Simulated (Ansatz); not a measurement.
Relaxation of AlBrF2H3N (8 atoms, charge 0, multiplicity 1), to a largest force component of 0.03 eV/Å in at most 50 steps.

Level of theory: Ansatz 0.2.0, RKS B3LYP-D4/def2-SVP.

```xyz
8
Properties=species:S:1:pos:R:3
Al -0.070 0.545 -0.510
N -0.041 0.115 2.548
H -0.792 -0.324 3.086
H 0.853 -0.111 2.989
F 1.424 -0.012 -0.938
F -1.416 -0.283 -0.990
Br -0.298 2.743 0.342
H -0.167 1.145 2.585
```

**Question.** Where does it end, and by what steps?

**Answer.** It converged. After 8 steps the energy has fallen by 1.374 eV; H3 moved furthest, 0.73 Å. Joined: Al1–N2 (3.09 → 2.01 Å).

```csv
step,energy less start (eV),largest force component (eV/Å),accepted
0,0.0000,1.370,yes
1,-0.2977,0.773,yes
2,-0.7221,0.916,yes
3,-1.1164,1.615,yes
4,-1.2612,2.056,yes
5,-1.3492,0.576,yes
6,-1.3695,0.159,yes
7,-1.3731,0.065,yes
8,-1.3737,0.025,yes
```

```xyz
8
Properties=species:S:1:pos:R:3
Al -0.075 0.605 0.135
N -0.040 0.227 2.113
H -0.796 -0.417 2.361
H 0.848 -0.213 2.370
F 1.420 -0.018 -0.286
F -1.407 -0.312 -0.294
Br -0.310 2.869 0.044
H -0.149 1.078 2.670
```

Whether the end is a true minimum wasn't checked by a vibrational analysis.

The run took 25 s on 2 threads of Arm Neoverse V2, with other jobs on the host, peak memory 0.25 GiB.
